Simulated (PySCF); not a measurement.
Compound: C₂HBF₂.
InChI=1S/C2HBF2/c1-2-3(4)5/h1H

Theory: EOM-EE-CCSD/aug-cc-pVDZ in PySCF, restricted Hartree–Fock reference, frozen core, non-relativistic, gas phase, PBE0-D3(BJ)/def2-SVP geometry.

Q: Give the EOM-CCSD singlets and triplets.

A: 
```
    state  E (eV)  λ (nm)         main singles (HF orbitals, share of the singles part)
singlet 1    6.05     205                            HOMO→LUMO+5 77 %, HOMO→LUMO+8 10 %
singlet 2    6.81     182       HOMO-1→LUMO+5 56 %, HOMO→LUMO+6 14 %, HOMO→LUMO+13 11 %
singlet 3    7.53     165  HOMO-1→LUMO+6 50 %, HOMO-1→LUMO+13 33 %, HOMO-1→LUMO+10 14 %
singlet 4    8.48     146            HOMO→LUMO 65 %, HOMO→LUMO+1 11 %, HOMO→LUMO+4 10 %
triplet 1    4.88     254                         HOMO-1→LUMO+5 58 %, HOMO-1→LUMO+8 8 %
triplet 2    5.54     224                            HOMO→LUMO+5 72 %, HOMO→LUMO+8 10 %
```

Q: What is the vertical gap between the lowest excited singlet and the lowest triplet?

A: 6.05 − 4.88 = 1.17 eV (113 kJ/mol).

The first EOM-IP-CCSD ionisation energy is 11.76 eV, 3.28 eV above the highest singlet listed and 5.71 eV above the lowest.

T1 diagnostic 0.015. EOM-CCSD puts states of mainly double-excitation character too high. An iterative search for so few roots can pass over a low state.

The run took 14 min of wall time on an Arm Neoverse V1 with one thread (shared host), and the process peaked at 2.5 GiB of memory.
